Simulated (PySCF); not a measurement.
**Relaxation of quartet [RuS2]+**

Level of theory: PySCF, UPBE0, basis Ru def2-SVP with ECP28, S def2-SVP (scalar-relativistic core potentials, no spin–orbit coupling, density fitting). A (50,194) grid was used.

A hand-made side-on start, of C2v symmetry, held to at least that symmetry:

Coordinates in bohr (charge 1 multiplicity 4):
```
Ru    0.0000    0.0000   -1.5298
S     1.8897    0.0000    2.4379
S    -1.8897    0.0000    2.4379
```

Q: What forces act on the atoms at the start (eV/Å)?

A: 
```
atom     Fx    Fy     Fz
 Ru1   0.00  0.00   1.16
  S2  -0.21  0.00  -0.58
  S3   0.21  0.00  -0.58
```

Q: What does it relax to?

A: It ends at C2v with Ru–S 2.255 Å (×2), S–S 2.012 Å; Ru–S–S 63.5° (×2), S–Ru–S 53.0°. A frequency run shows a minimum. Other isomers or separated fragments may lie lower.

Q: How much energy is released, and in how many steps?

A: 4.7 kJ/mol in 4 steps.

Open d and f shells are described by one determinant, and the ground state may have another occupation or spin. At this level a broken-symmetry Ms = 1/2 minimum of C2v symmetry lies 2 kJ/mol below this structure.

The relaxation took roughly 20 core-seconds on a shared host.
